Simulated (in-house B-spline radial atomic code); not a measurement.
Relativistic effects in V IX (V8+), [Ne] 3s2 3p3: non-relativistic Hartree-Fock (point nucleus) against Dirac-Hartree-Fock (Fermi nucleus of rms radius 3.6002 fm), both averages of the configuration, computed with a radial B-spline atomic code at the basis-set limit.

| orbital | ε NR (Eh) | ε Dirac (Eh) | <r> NR (bohr) | <r> Dirac (bohr) | change of <r> (%) |
| --- | --- | --- | --- | --- | --- |
| 1s1/2 | -208.05 | -209.5 | 0.06699 | 0.06637 | -0.9 |
| 2s1/2 | -30.25 | ? | 0.3071 | ? | ? |
| 2p1/2 | -26.403 | ? | 0.2728 | ? | ? |
| 2p3/2 | -26.403 | -26.357 | 0.2728 | 0.2726 | -0.1 |
| 3s1/2 | -8.4176 | -8.473 | 0.8632 | 0.8577 | -0.6 |
| 3p1/2 | -7.3757 | -7.4149 | 0.8764 | 0.8712 | -0.6 |
| 3p3/2 | -7.3757 | -7.3726 | 0.8764 | 0.876 | 0.0 |

(1) What happens to 2p1/2?

(2) What happens to 2s1/2?

(3) What explains the pattern of contraction and expansion?

(4) By how much does the total energy change?

## Answers

(1) Its energy goes to -26.626 hartree and <r> to 0.27 bohr (-1.03 %).

(2) Its energy goes to -30.542 hartree and <r> to 0.3042 bohr (-0.93 %).

(3) The s and p1/2 orbitals contract directly, as their density near the nucleus moves at relativistic speed. Nothing expands appreciably in this ion.

(4) By -5.3847 hartree, from -920.447 to -925.831.
